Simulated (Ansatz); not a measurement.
CH3ClN2Si (`N[SiH]1N=C1Cl`) at its PBE0-D4/def2-TZVP geometry, where that method's forces vanish. The species carries charge 0 and has multiplicity 1.

```csv
atom,x (Å),y (Å),z (Å)
N1,1.0888,0.3595,-1.0069
Si2,-0.4008,-0.0916,-0.3658
N3,-1.1220,0.7750,1.0052
C4,-0.7137,-0.3847,1.3472
Cl5,-0.7349,-1.0899,2.9227
H6,1.8522,0.7200,-0.4606
H7,1.2854,0.3149,-1.9916
H8,-1.2551,-0.6031,-1.4503
```

Question: For each bond, give half the difference of the two atoms' forces along it (eV/Å; positive pushes the atoms apart) under PBE-D4, r2SCAN-D4, B3LYP-D4, ωB97M-V in def2-TZVPP. (Estimate.)

Answer: The calculation gave: 
```
  bond  length (Å)  PBE-D4  r2SCAN-D4  B3LYP-D4  ωB97M-V
N1–Si2       1.683    0.02      -0.01      0.08     0.09
 N1–H6       1.006    0.16       0.01     -0.01    -0.02
 N1–H7       1.005    0.16       0.00     -0.02    -0.03
Si2–N3       1.775    0.52       0.20      0.11    -0.03
Si2–C4       1.766    0.24       0.00     -0.04    -0.06
Si2–H8       1.472   -0.10      -0.09     -0.17    -0.17
 N3–C4       1.276    0.80       0.25     -0.02    -0.02
C4–Cl5       1.726    0.04       0.19      0.31     0.14
```

B3LYP here is the variant with VWN-RPA as its local correlation; programs differ in this.

All numbers were calculated with Ansatz.
